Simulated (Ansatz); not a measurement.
C₃H₇O (SMILES C[CH]CO), doublet, geometry from GFN2-xTB, atoms displaced at random by about 0.08 Å a coordinate; R2SCAN/STO-3G, gradient (Ansatz, a quantum-chemistry and plane-wave program).

Here is a job for Ansatz.
Ansatz 0.2 input:
```yaml
crystal:
  periodic: [false, false, false]
  atoms:
    - {symbol: C, position_ang: [-2.00246137, -0.31102130, 0.20766255]}
    - {symbol: C, position_ang: [-0.55536189, 0.24408641, 0.22386299]}
    - {symbol: C, position_ang: [0.63459612, -0.10341976, -0.33852742]}
    - {symbol: O, position_ang: [1.94041421, 0.29407014, 0.02004059]}
    - {symbol: H, position_ang: [-1.84937678, -1.15880231, -0.11075502]}
    - {symbol: H, position_ang: [-2.45662102, -0.34323529, 1.17044906]}
    - {symbol: H, position_ang: [-2.75357253, 0.30364165, -0.37408360]}
    - {symbol: H, position_ang: [-0.49799467, 1.41855125, 0.79133784]}
    - {symbol: H, position_ang: [0.64732083, -1.32664037, -0.49361804]}
    - {symbol: H, position_ang: [0.64461363, 0.00302884, -1.46327661]}
    - {symbol: H, position_ang: [1.94915385, 0.39133422, 1.08172472]}
basis:
  gaussian:
    orbitals: STO-3G
hamiltonian:
  xc: r2scan
magnetization: {spin_polarized: true, initial_magnetization: 1}
output: {forces: true}
```

Task: What does Ansatz print? Leave out banner, timings and long lists.

Result: 
```
Functional definition: r2SCAN
384 factors; integrals over basis functions are off by at most 3.6e-5 eV
mean field evaluation 1: about -5196.8355 eV, gradient 9.2e0 eV
mean field evaluation 2: about -5196.7369 eV, gradient 1.1e1 eV
mean field evaluation 4: about -5197.4541 eV, gradient 6.9e-1 eV
mean field evaluation 8: about -5197.3344 eV, gradient 2.3e-2 eV
mean field evaluation 16: about -5197.3344 eV, gradient 1.8e-5 eV
mean field -5197.33444057 eV, -190.9985178112 hartree, gradient 1.8e-5 eV, S^2 0.759942; 0 other end points of the search recorded, 0 dependent functions left out
the calculation of the forces begins
reference -5197.33444725 eV, -190.9985180568 hartree; 17, 16 occupied and 10, 11 virtual orbitals, 384 factors
Total energy: -5197.33444725 eV, -190.9985180568 hartree
Atom 0 at    -2.002461    -0.311021     0.207663 Å, force    -0.099231    11.155308     2.155979 eV/Å
Atom 1 at    -0.555362     0.244086     0.223863 Å, force    -6.018734     8.775932     6.618162 eV/Å
Atom 2 at     0.634596    -0.103420    -0.338527 Å, force     3.502403    -7.746087    -6.027906 eV/Å
Atom 3 at     1.940414     0.294070     0.020041 Å, force     1.853173     1.664044     2.697762 eV/Å
Atom 4 at    -1.849377    -1.158802    -0.110755 Å, force     0.522746   -11.469162    -4.567559 eV/Å
Atom 5 at    -2.456621    -0.343235     1.170449 Å, force    -0.043380    -0.168053     1.712294 eV/Å
Atom 6 at    -2.753573     0.303642    -0.374084 Å, force     1.243113    -0.738307    -0.109951 eV/Å
Atom 7 at    -0.497995     1.418551     0.791338 Å, force    -0.248555    -4.241110    -1.960971 eV/Å
Atom 8 at     0.647321    -1.326640    -0.493618 Å, force    -0.188768     1.880815     1.270570 eV/Å
Atom 9 at     0.644614     0.003029    -1.463277 Å, force    -0.047908     1.205598    -0.068493 eV/Å
Atom 10 at     1.949154     0.391334     1.081725 Å, force    -0.474858    -0.318978    -1.719887 eV/Å
Dipole moment:    -0.201578    -0.047532     0.169628 e Å
```
